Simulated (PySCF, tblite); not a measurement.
Isomers of C6H10F2Si, one GFN2-xTB conformer each. Single-point energies are computed at PBE0/pcSseg-1 (PySCF, gas phase, no added dispersion term), electronic only.

Task: Rank them by PBE0/pcSseg-1 energy, lowest first (kcal/mol).
A. `[CH2:1]=[CH:2][CH2:3][C@H:4]([SiH3:5])/[C:6]([F:7])=[CH:8]/[F:9]` with C1–C2–C3–C4 112°, C2–C3–C4–Si5 -172°, C3–C4–C6–F7 60°
B. `[F:1]/[CH:2]=[C:3](/[F:4])[C@@H:5]([SiH3:6])[CH:7]1[CH2:8][CH2:9]1` with C2–C3–C5–Si6 111°, C3–C5–C7–C8 156°
C. `[CH2:1]=[C:2]([CH3:3])[C@H:4]([SiH3:5])/[C:6]([F:7])=[CH:8]\[F:9]` with C1–C2–C4–Si5 84°, C2–C4–C6–F7 77°

Result: C (0.0), B (4.0), A (4.2).

Neighbours under 2.5 kcal/mol apart (F/C=C(/F)[C@@H]([SiH3])C1CC1 and C=CC[C@H]([SiH3])/C(F)=C/F) can change places with a better method, another conformer or zero-point energy. GFN2-xTB itself gives, in the same order: 1.8, 0.0, 9.1. GFN2-xTB puts F/C=C(/F)[C@@H]([SiH3])C1CC1 lowest instead; measured from each level's own lowest isomer, the values differ by up to 4.9 kcal/mol (C=CC[C@H]([SiH3])/C(F)=C/F: 9.1 against 4.2).

Task: Which frontier levels, dipoles and rotational constants go with these structures?

Result: 
```
                      SMILES  HOMO (eV, PBE0/pcSseg-1)  LUMO (eV)  dipole (D)      A, B, C (MHz)
C=C(C)[C@H]([SiH3])/C(F)=C\F                     -7.10       0.10        0.78  1451, 1041, 877.6
F/C=C(/F)[C@@H]([SiH3])C1CC1                     -6.96       0.32        0.82  1456, 1025, 827.1
  C=CC[C@H]([SiH3])/C(F)=C/F                     -7.02       0.06        2.60  1319, 1012, 666.2
```

Task: What happens when harmonic zero-point energies from GFN2-xTB frequencies are added?

Result: 
```
                      SMILES  ZPE (kcal/mol)  electronic (kcal/mol)  with ZPE (kcal/mol)
C=C(C)[C@H]([SiH3])/C(F)=C\F            86.0                    0.0                  0.0
F/C=C(/F)[C@@H]([SiH3])C1CC1            87.1                    4.0                  5.1
  C=CC[C@H]([SiH3])/C(F)=C/F            86.1                    4.2                  4.2
```

The zero-point energies span 1.1 kcal/mol. The lowest isomer stays, but the order above it changes.
